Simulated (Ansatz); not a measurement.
A nudged elastic band was laid between two geometries of CH5As (7 atoms, charge 0, multiplicity 1).

Method: Ansatz 0.2.0, RKS r2SCAN-D4/def2-TZVP.

```json
{"movable images": "7", "climbing image": "yes", "spring": "5.0 eV/Å²", "optimiser": "quadratic models (default)", "start path": "through a guess of the saddle point", "force threshold": "0.5 eV/Å", "iteration limit": "60", "end points": "relaxed"}
```

Initial state:

```xyz
7
Properties=species:S:1:pos:R:3
C -0.062 -0.754 -0.256
As 0.727 0.809 0.667
H -0.248 -1.532 0.484
H 0.664 -1.129 -0.977
H -0.990 -0.507 -0.767
H -0.577 1.274 1.303
H 0.548 1.771 -0.500
```

Final state:

```xyz
7
Properties=species:S:1:pos:R:3
C -0.619 -0.927 -0.545
As 0.379 0.423 0.153
H -0.582 -1.804 0.102
H 1.816 0.006 0.290
H -1.639 -0.590 -0.735
H 0.274 1.236 1.480
H 0.431 1.590 -0.791
```

**Question.** What changes between the two ends?

**Answer.** Bonds broken: C1–H4. Bonds formed: As2–H4.

**Question.** Give the energies along the band, and the barrier.

**Answer.** The forces met the threshold. The highest image is number 5 of 0 to 8, 390.5 kJ/mol above the first end and 122.4 kJ/mol above the last; the last end lies 268.0 kJ/mol above the first. The threshold of 0.5 eV/Å is loose, so the images may lie well off the minimum-energy path. Neighbouring images differ by up to 1.6 eV, so the band resolves the path poorly. The order of the stationary point at the top wasn't checked. The orbitals stay closed-shell, which can raise the energy where a bond breaks towards radicals; this wasn't checked here.

```
image  path coordinate (Å)  energy (kJ/mol)  C1–H4 (Å)  As2–H4 (Å)
    0                 0.00              0.0       1.09        2.54
    1                 0.37             10.9       1.09        2.38
    2                 0.75             59.4       1.11        2.13
    3                 1.12            191.0       1.26        1.86
    4                 1.49            349.8       1.59        1.68
    5                 1.86            390.5       1.94        1.58
    6                 2.30            338.5       2.24        1.50
    7                 2.74            280.4       2.53        1.49
    8                 3.18            268.0       2.74        1.50
```

**Question.** What is the geometry of the highest image?

**Answer.** 
```xyz
7
Properties=species:S:1:pos:R:3
C -0.553 -0.784 -0.353
As 0.479 0.556 0.411
H -0.294 -1.753 0.059
H 1.370 -0.529 -0.319
H -1.569 -0.695 -0.732
H -0.043 1.537 1.541
H 0.671 1.601 -0.652
```

Run time: 45 s on 2 threads of AMD EPYC 9R45 (Zen 5), with other jobs on the host, peak memory 0.2 GiB.
